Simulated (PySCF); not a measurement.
C2H7MgNS, SMILES C[N](C)[Mg][SH].

Geometry: TPSSh-D3(BJ)/def2-SVP. The structure was generated by enumeration; whether it is a known compound was not checked. Other conformers were not sampled.

The numbers are results of TDA-CAM-B3LYP/def2-SVPD in PySCF, not measurements.

Vertical excitations. The molecule is in vacuum.

| state | energy (eV) | λ (nm) | f | main pairs |
|---|---|---|---|---|
| S1 | 3.51 | 353 | 0.018 | HOMO→LUMO 93 % |
| S2 | 4.54 | 273 | 0.000 | HOMO→LUMO+2 88 % |
| S3 | 4.74 | 262 | 0.059 | HOMO−1→LUMO 97 % |
| S4 | 4.86 | 255 | 0.081 | HOMO→LUMO+1 91 % |
| S5 | 5.48 | 226 | 0.017 | HOMO→LUMO+3 73 %, HOMO→LUMO+4 17 % |
| S6 | 5.80 | 214 | 0.001 | HOMO−1→LUMO+1 74 %, HOMO−1→LUMO+4 12 % |
| S7 | 5.84 | 212 | 0.111 | HOMO−2→LUMO 63 %, HOMO−1→LUMO+2 28 % |
| S8 | 6.33 | 196 | 0.004 | HOMO−1→LUMO+3 34 %, HOMO−1→LUMO+4 31 %, HOMO−1→LUMO+1 13 %, HOMO−1→LUMO+7 12 % |
| S9 | 6.36 | 195 | 0.043 | HOMO→LUMO+4 53 %, HOMO−1→LUMO+2 14 %, HOMO→LUMO+3 10 % |
| S10 | 6.45 | 192 | 0.276 | HOMO−1→LUMO+2 36 %, HOMO→LUMO+4 19 %, HOMO−2→LUMO 19 % |
| T1 | 3.24 | 383 | 0 | HOMO→LUMO 90 % |
| T2 | 4.25 | 291 | 0 | HOMO→LUMO+1 86 % |
| T3 | 4.41 | 281 | 0 | HOMO−1→LUMO 93 % |
| T4 | 4.50 | 275 | 0 | HOMO→LUMO+2 88 % |
Triplets are in the Tamm–Dancoff approximation.
